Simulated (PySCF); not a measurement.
**Molecular orbitals of SiI⁺**

PBE0 at R = 2.336 Å; basis Si def2-SVPD, I def2-SVPD with ECP28; scalar-relativistic core potentials; PySCF 2.14. State: ¹Σ⁺ (singlet), closed shell. Only the outer orbitals are listed, counted within each symmetry, core potentials removing the inner ones.

```csv
orbital,occ.,ε (eV),on Si (%),main shells (%)
7σ,2,-26.53,13,"85 I s, 8 Si s"
8σ,2,-19.57,64,"63 Si s, 24 I p, 11 I s"
9σ,2,-14.73,57,"43 I p, 31 Si p, 24 Si s"
4π,2,-14.60,16,"84 I p, 13 Si p"
4π,2,-14.60,16,"84 I p, 13 Si p"
5π,0,-9.28,84,"84 Si p, 14 I p"
5π,0,-9.28,84,"84 Si p, 14 I p"
10σ,0,-6.09,64,"56 Si p, 26 I p"
```

Question: Which are the highest filled and the lowest empty level, where do they sit, and how wide is the gap?

Answer: Highest filled 4π at -14.60 eV (in %: 84 I p, 13 Si p); lowest empty 5π at -9.28 eV (in %: 84 Si p, 14 I p); the gap at PBE0 is 5.32 eV.

The bond order (Mayer) is 1.94, the ⟨S²⟩ is 0.000 and the charge on Si (Mulliken, basis-dependent) is 0.70. The charge on Si (Löwdin, basis-dependent) is 0.55. The dipole moment (positive dipole points towards I; it is taken about the centre of mass and depends on that origin) is -4.80 D. The polarisability along the bond is 75.7 bohr³ and the polarisability across the bond is 40.7 bohr³.

Spin–orbit coupling is left out.
